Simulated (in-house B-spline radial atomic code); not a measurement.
A fraction x of an electron is removed from 2p in Mg VI (Mg5+), starting from [He] 2s2 2p3 and keeping the highest spin. All numbers are computed (non-relativistic r2SCAN0, spin-polarised, spherical fractional occupations; point nucleus) with a radial B-spline atomic code at the basis-set limit, not measured.

Caution: exact exchange at fractional occupations of open shells leaves self-interaction of up to several eV.

```json
{"x": "0", "E(x) - E(0) (eV)": "0.0000", "2p up level (eV)": "-175.424"}
{"x": "0.02", "E(x) - E(0) (eV)": "3.5151", "2p up level (eV)": "-176.083"}
{"x": "0.14", "E(x) - E(0) (eV)": "24.8829", "2p up level (eV)": "-180.052"}
{"x": "0.26", "E(x) - E(0) (eV)": "46.7285", "2p up level (eV)": "-184.045"}
{"x": "0.43", "E(x) - E(0) (eV)": "78.4999", "2p up level (eV)": "-189.744"}
{"x": "0.5", "E(x) - E(0) (eV)": "91.8645", "2p up level (eV)": "-192.104"}
{"x": "0.62", "E(x) - E(0) (eV)": "115.1606", "2p up level (eV)": "-196.168"}
{"x": "0.67", "E(x) - E(0) (eV)": "125.0115", "2p up level (eV)": "-197.868"}
{"x": "0.83", "E(x) - E(0) (eV)": "157.1070", "2p up level (eV)": "-203.333"}
{"x": "0.91", "E(x) - E(0) (eV)": "173.4835", "2p up level (eV)": "-206.080"}
{"x": "1", "E(x) - E(0) (eV)": "192.1701", "2p up level (eV)": "-209.180"}
```

The exact functional would give a straight line between the two integer points. Deviations E(x) - E(0) - x[E(1) - E(0)], in eV: -0.328 at x = 0.02, -2.021 at x = 0.14, -3.236 at x = 0.26, -4.133 at x = 0.43, -4.221 at x = 0.5, -3.985 at x = 0.62, -3.742 at x = 0.67, -2.394 at x = 0.83, -1.391 at x = 0.91.

The curve lies below the straight line by up to 4.221 eV (at x = 0.5): convex, the delocalisation error, to which spherically averaged exact exchange adds.

Task: How well does Slater's transition state (minus the level at half occupation) give the ionisation energy?

Result: It gives 192.104 eV against 192.170 eV from the two total energies; NIST lists 186.76 eV, ground level to ground level. The end point has an open shell averaged over its orbitals, so its exact exchange keeps a self-interaction and this is no true integer point.
